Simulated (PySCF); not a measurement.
## Distorted geometries of Pr2O3

Pr2O3 (singlet in the valence; each metal's 4f electrons, 2 of them, lie in its core potential, out of spins and levels). PySCF 2.14.0, RKS r2SCAN, Pr lcecp-1-SVP with ECP48, O def2-SVP; non-relativistic Hamiltonian with scalar-relativistic core potentials where named; density fitting; no spin-orbit coupling. Relaxed geometry:

```xyz
5

Pr    0.0000    0.0000    1.4816
Pr    0.0000    0.0000   -1.4816
O     1.5786    0.0000    0.0000
O    -0.7893    1.3671    0.0000
O    -0.7893   -1.3671    0.0000
```

Question: Order these distorted geometries by energy above the relaxed one, lowest first.
A.
```xyz
5

Pr    0.0496   -0.0928    1.4947
Pr   -0.0741    0.0012   -1.3126
O     1.5894    0.1038   -0.0826
O    -0.8393    1.3813   -0.0328
O    -0.7256   -1.3935   -0.0667
```
B.
```xyz
5

Pr    0.0859   -0.1280    1.5970
Pr   -0.1491    0.1061   -1.5755
O     1.5781    0.0769    0.1708
O    -0.7189    1.3797   -0.1049
O    -0.7959   -1.4348   -0.0874
```
C.
```xyz
5

Pr   -0.0709    0.0204    1.4462
Pr   -0.0387   -0.0937   -1.4597
O     1.5904   -0.0138   -0.0243
O    -0.7290    1.4367    0.0379
O    -0.7518   -1.3496   -0.0001
```

Answer: C (0.23 eV), B (0.67 eV), A (1.02 eV).

Question: Which forces (eV/Å) act in the one that lies 1.02 eV up?

Answer: 
```
Pr   0.32  0.88  0.33
Pr   0.54  1.49 -8.94
O    0.66 -0.33  2.47
O   -0.47  0.27  2.83
O   -1.05 -2.31  3.32
```
Forces carry noise of the integration grid, about 0.01 to 0.03 eV/Å.

No frequency check is given that shows the relaxed geometry to be a minimum. An lcecp potential fixes the number of 4f electrons, so in runs with it no electron can move into or out of that shell.
